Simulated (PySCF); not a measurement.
cadmium atom (Cd), singlet (core potentials on Cd). Base run: PySCF with CAMB3LYP/def2-TZVP, TDA.

PySCF was given this input:
```python
from pyscf import gto, scf, dft, tdscf

mol = gto.M(
    atom='''
Cd    0.000000    0.000000    0.000000
''',
    basis='def2-tzvp',
    ecp={'Cd': 'def2-tzvp'},
    charge=0,
    spin=0,
    verbose=4,
)

mf = dft.RKS(mol)
mf.xc = 'camb3lyp'
mf.kernel()
td = mf.TDA()
td.nstates = 5
td.kernel()
td.analyze(verbose=3)
```

Variants of this job, named by their change:

```
change                           first excitation (eV)  oscillator strength of the first  second (eV)
-------------------------------  ---------------------  --------------------------------  -----------
base                                              5.67                             0.713         5.67
functional = m062x                                   ?                                 ?            ?
nstates = 15                                      5.67                             0.713         5.67
functional = lc_wpbe                              5.38                             0.677         5.38
functional = hf                                      ?                                 ?            ?
functional = pbe0                                 5.63                             0.717         5.63
response = full linear response                      ?                                 ?            ?
conv_tol = 1e-3                                   5.67                             0.713         5.67
functional = pbe                                  5.81                             0.695         5.81
states = triplets                                 3.85                                 -         3.85
basis = def2-SVPD                                 5.61                             0.694         5.61
```

### Question
Some entries are withheld; supply them.

### Answer

- functional = m062x, first excitation (eV): 5.98
- functional = m062x, oscillator strength of the first: 0.810
- functional = m062x, second (eV): 5.98
- functional = hf, first excitation (eV): 5.04
- functional = hf, oscillator strength of the first: 0.781
- functional = hf, second (eV): 5.04
- response = full linear response, first excitation (eV): 5.46
- response = full linear response, oscillator strength of the first: 0.549
- response = full linear response, second (eV): 5.46

An iterative solver can miss low states, so a row lists the states that it found.
